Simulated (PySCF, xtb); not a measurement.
thionyl fluoride (F₂OS), SMILES O=S(F)F.

Geometry optimised at B3LYP-D3(BJ)/def2-TZVP.

Computed with PySCF with C-PCM-ωB97X/def2-SVP.

The values are the electrostatic part of the solvation free energy, E(continuum) − E(gas) at the gas-phase geometry, in a cavity of scaled van der Waals radii (PySCF's table); cavitation and dispersion terms are not included. In vacuum the orbital gap is 13.30 eV. The dipole moment in vacuum is 1.86 D.

**Question.** Estimate the values in water (ε = 78.36), 2-propanol (ε = 19.26), acetonitrile (ε = 35.69). (The exact figures need the calculation; the answer reports its results.)

**Answer.** 
```json
[
 {"solvent": "water", "ε": "78.36", "ΔG(elec) (kcal/mol)": "-3.5", "dipole (D)": "2.20", "gap (eV)": "13.41"},
 {"solvent": "2-propanol", "ε": "19.26", "ΔG(elec) (kcal/mol)": "-3.4", "dipole (D)": "2.18", "gap (eV)": "13.40"},
 {"solvent": "acetonitrile", "ε": "35.69", "ΔG(elec) (kcal/mol)": "-3.5", "dipole (D)": "2.19", "gap (eV)": "13.41"}
]
```

For comparison, GFN2-xTB/ALPB(water) (xtb, at the GFN2-xTB geometry, all terms of that model) gives -10.7 kcal/mol.
